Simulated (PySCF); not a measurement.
**A survey of ²⁹Si NMR shifts**

Theoretical values (PySCF 2.14.0 with density-fitted response routines): coordinates at the GFN2-xTB level, shieldings: GIAO PBE0/pcSseg-1. Relativity neglected, equivalent nuclei averaged, no solvent, one computed conformer.

Shieldings were converted by a linear fit to measured shifts: ²⁹Si (scatter 8.9 ppm rms, 25.8 ppm with the 6 outliers that the fit left out vs TMS, solution or neat liquid). Occasional misses reach two or three times the rms, and more in compound classes unlike the fitted ones.

(1) Give the ²⁹Si shifts of `FC[C@@H]1CN[Si@H](CF)N1`.

(2) Order these by ²⁹Si shift, lowest first.
A. FC(F)=C1CCO[SiH2]1
B. C=N[SiH3]
C. C/N=C\C[Si@H](Cl)CC#N
D. CS[C@@H]1SCC[Si@@H]1C#N
E. CC(=O)[C@@H](C[SiH3])C(Cl)=C=O
F. Cc1snnc1[SiH3]

Answers

(1) 
```tsv
compound	environment	δ (ppm)
FC[C@@H]1CN[Si@H](CF)N1	silicon bonded to C, 2 N, H, in a 5-membered ring	-19.0
```

(2) F (-76.3 ppm, silicon bonded to C, 3 H), E (-64.6 ppm, silicon bonded to C, 3 H), B (-54.7 ppm, silicon bonded to N, 3 H), D (-32.7 ppm, silicon bonded to 3 C, H, in a 5-membered ring), A (-18.6 ppm, silicon bonded to C, O, 2 H, in a 5-membered ring), C (-4.1 ppm, silicon bonded to 2 C, Cl, H).
